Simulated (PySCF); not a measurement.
## 2-heptyne: removing and adding an electron

Molecule: `CC#CCCCC` (C7H12). Numbering: `[CH3:1][C:2]#[C:3][CH2:4][CH2:5][CH2:6][CH3:7]`

These are calculated values, ωB97X-D3(BJ)/ma-def2-TZVP in PySCF (grid level 2) at geometries from PBE0-D3(BJ)/ma-def2-SVP. ωB97X-D3(BJ) is ωB97X-V with D3(BJ) in place of VV10. Zero-point and thermal terms (298.15 K, 1 bar) come from unscaled GFN2-xTB harmonic frequencies, with soft modes damped to free rotors in the entropy. These were taken at the GFN2-xTB minima.

Frontier levels of the parent: HOMO -9.47 eV, LUMO 1.13 eV.

Oxidation to the radical cation:
* Vertical ionisation energy (electronic): 9.32 eV
* Adiabatic ionisation energy (with zero-point energy): 9.02 eV
* Adiabatic, electronic part: 9.21 eV
* Vertical gap at the product's structure: 8.92 eV
* Inner reorganisation energy (four-point): 403 meV
* Relaxation of product / of parent: 109 / 294 meV
* ⟨S²⟩ of the product: 0.753
* Largest spin populations: C2 0.44, C3 0.37
* Largest changes of atomic charge: C3 0.29, C2 0.28, H (on C4) 0.08
* Distances that move most (Å): C3–C4 1.459 → 1.417; C2–C3 1.213 → 1.252; C1–C2 1.455 → 1.422; C4–H 1.104 → 1.122
* Potential in acetonitrile: 6.83 V absolute, 2.29 V against Fc+/Fc computed at 4.54 V (solvation -14 → -222 kJ/mol)

Vertical electron affinity to the radical anion: -0.96 eV. The extra electron is not bound at this structure, the number hangs on the basis, and the ion was not relaxed.

Solvents are IEF-PCM continua (electrostatics only, gas-phase structures); absolute potentials refer to an electron at rest in vacuum. Fc+/Fc in acetonitrile, 4.54 V, is ωB97X-D3(BJ)/ma-def2-TZVP on PBE0-D3(BJ)/def2-SVP structures with GFN2-xTB thermal terms. Benchmark calculations put it near 5.0 V in acetonitrile and DMSO, so it is about 0.5 V low, and the value against it can read up to that much too high.

Measured values (NIST Chemistry WebBook, evaluated or the median of agreeing entries): adiabatic ionisation energy 9.25 eV (computed 9.02, difference -0.23).

Hardware: 1 thread of Intel Xeon 6975P-C, shared with other jobs. Command: `OMP_NUM_THREADS=1 python redox_run.py task.json out`. Structures, frequencies and single points: 10 min.
